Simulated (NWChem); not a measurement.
System: CHO₂, doublet; SMILES [O]C=O

Input file for NWChem:

```
start job
memory heap 200 mb stack 900 mb global 1100 mb
geometry units angstroms noautosym nocenter noautoz
  O     -1.143122    -0.000000    -0.125298
  C      0.005674     0.000000     0.214791
  O      1.173921    -0.000000    -0.204183
  H      0.207611    -0.000000     1.371642
end
basis spherical
  O library def2-svp
  C library def2-svp
  H library def2-svp
end
dft
  odft
  mult 2
  xc xpbe96 cpbe96
  iterations 150
end
property
  efieldgrad
end
task dft property
```

The geometry was optimised at PBE0/def2-SVP, spin-unrestricted. No stability test was run on the SCF state.

Vzz is the largest principal value of the second derivative of the potential at the nucleus (NWChem prints the opposite sign); η is the asymmetry. Non-relativistic.

Atoms are numbered as in the input.

Q: Predict the main results of this run. (PBE/def2-SVP, spin-unrestricted.) Quantities: Vzz O1 (a.u.); η O1; Vzz O3 (a.u.); η O3.

A: 
```yaml
Vzz O1 (a.u.): 0.766
"η O1": 0.92
Vzz O3 (a.u.): 0.972
"η O3": 0.07
```
